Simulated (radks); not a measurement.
The samarium ion Sm3+, configuration [Xe] 4f5. Method: scalar-relativistic Kohn-Sham, PBEsol, spin-polarised, spherical densities, point nucleus; open shells are filled with parallel spins first (spin-orbit coupling, left out, can overturn this in heavy ions); computed with a radial shooting solver on a logarithmic mesh with Libxc functionals.

Radial electron density D(r) = 4 pi r^2 rho(r):

```
   r/bohr * D(r) (the largest magnitude, 106, reaches the edge; | marks zero)
 0.001231 |  *
 0.001628 |   *
 0.002155 |     *
 0.002828 |         *
 0.003742 |             *
 0.004951 |                   *
 0.006499 |                          *
 0.008599 |                                 *
  0.01138 |                                       *
  0.01505 |                                         *
  0.01976 |                                        *
  0.02614 |                                     *
  0.03459 |                                     *
  0.04577 |                                            *
  0.06008 |                                                     *
  0.07949 |                                                      *
   0.1052 |                                             *
   0.1392 |                                         *
   0.1827 |                                                *
   0.2417 |                                          *
   0.3198 |                        *
   0.4197 |                   *
   0.5554 |                      *
   0.7348 |               *
   0.9722 |       *
    1.276 |    *
    1.689 |  *
    2.234 |*
    2.956 *
     3.88 *
    5.134 *
```

D(r) has 4 maxima, at r = 0.0158, 0.0699, 0.196, 0.538 bohr, and minima at 0.0302, 0.129, 0.391 bohr, inside which lie 1.94, 11.18, 29.22 electrons.
